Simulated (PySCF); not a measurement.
**Two-dimensional NMR puzzle**

Compound of formula C₅H₆ClF₃Si. Correlations simulated from computed shifts and the bond graph:

HSQC (one-bond C–H):
```
  δH     δC
6.32  148.3
3.09   57.1
2.36   26.9
```

COSY cross peaks (H two or three bonds apart, from the bond graph; peaks can be absent where the dihedral angle is near 90°):
```
  δH    δH
6.32  2.36
3.95  2.36
3.09  2.36
```

HMBC (two and three bonds, from the bond graph):
```
  δH                         δC
6.32          137.1, 57.1, 26.9
3.95          148.3, 57.1, 26.9
3.09  148.3, 137.1, 134.8, 26.9
2.36  148.3, 137.1, 134.8, 57.1
```

Carbons without hydrogens: δ 137.1, 134.8.

PySCF calculation with GFN2-xTB structure and NMR shieldings at PBE0/pcSseg-1/GIAO; no solvent, relativity neglected, one conformer, equivalent nuclei averaged.

Referencing at the same level of theory: TMS for ¹H, ¹³C.

Exchangeable hydrogens are left out of these lists.

Assemble the structure.

Answers

SMILES FC(F)(F)[C@@H]1C(Cl)=C[C@H]1[SiH3].

Structure with atom numbers: `[F:1][C:2]([F:3])([F:4])[C@@H:5]1[C:6]([Cl:7])=[CH:8][C@H:9]1[SiH3:10]`. Hydrogens are named by the atom that carries them.

1. δC 148.3 is C8, an alkene CH (δH 6.32).
2. δC 137.1 is C6, a fully substituted alkene carbon.
3. δC 134.8 is C2, a CF3 carbon.
4. δC 57.1 is C5, an allylic sp3 CH (δH 3.09).
5. δC 26.9 is C9, an allylic sp3 CH bonded to Si (δH 2.36).
6. HMBC from δH 6.32 reaches the proton-free carbon C6.
7. HMBC from δH 3.09 reaches the proton-free carbons C6, C2.
8. HMBC from δH 2.36 reaches the proton-free carbons C6, C2.
9. COSY links 6.32–2.36, 3.95–2.36, 3.09–2.36.

This is the structure that produced the data.

Carbons that carry Cl, above all several Cl atoms, come out too deshielded, partly because spin–orbit coupling is missing. Shifts are as computed. Against solution values, carbons near 30 ppm lie about +3 ppm off and those near 130 ppm about +5 ppm; carbons on Cl a further +6 ppm. Of 1211 compounds with measured shifts, 218 miss one by over three times the rms of a fit or turn the order of signals round; such compounds aren't used in these exercises.
